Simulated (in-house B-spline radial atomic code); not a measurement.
## Ni8+: [Ar] 3d2

All numbers are computed (non-relativistic Hartree-Fock, spin-polarised, averaged over the determinants with the given up and down occupations; point nucleus) with a B-spline radial code for spherical atoms, not measured.

Z_r = [3n² - l(l+1)]/(2<r>); Z_e = n√(-2ε); the last column is Slater's effective charge. Values are occupation-weighted means over spin.

```json
{"shell": "1s", "electrons": "2", "ε (eV)": "-8506.9", "<r> (bohr)": "0.05482", "Z_r": "27.36", "Z_e": "25.00", "Slater": "27.70"}
{"shell": "2s", "electrons": "2", "ε (eV)": "-1226.6", "<r> (bohr)": "0.2465", "Z_r": "24.34", "Z_e": "18.99", "Slater": "23.85"}
{"shell": "2p", "electrons": "6", "ε (eV)": "-1090.9", "<r> (bohr)": "0.2157", "Z_r": "23.18", "Z_e": "17.91", "Slater": "23.85"}
{"shell": "3s", "electrons": "2", "ε (eV)": "-304.04", "<r> (bohr)": "0.6968", "Z_r": "19.37", "Z_e": "14.18", "Slater": "16.75"}
{"shell": "3p", "electrons": "6", "ε (eV)": "-257.07", "<r> (bohr)": "0.7063", "Z_r": "17.70", "Z_e": "13.04", "Slater": "16.75"}
{"shell": "3d", "electrons": "2", "ε (eV)": "-193.67", "<r> (bohr)": "0.6915", "Z_r": "15.18", "Z_e": "11.32", "Slater": "9.65"}
```

The least bound orbital is 3d up at -193.7 eV, while the most diffuse is 3p down (<r> = 0.7089 bohr against 0.6915 bohr): energy order and size order differ.
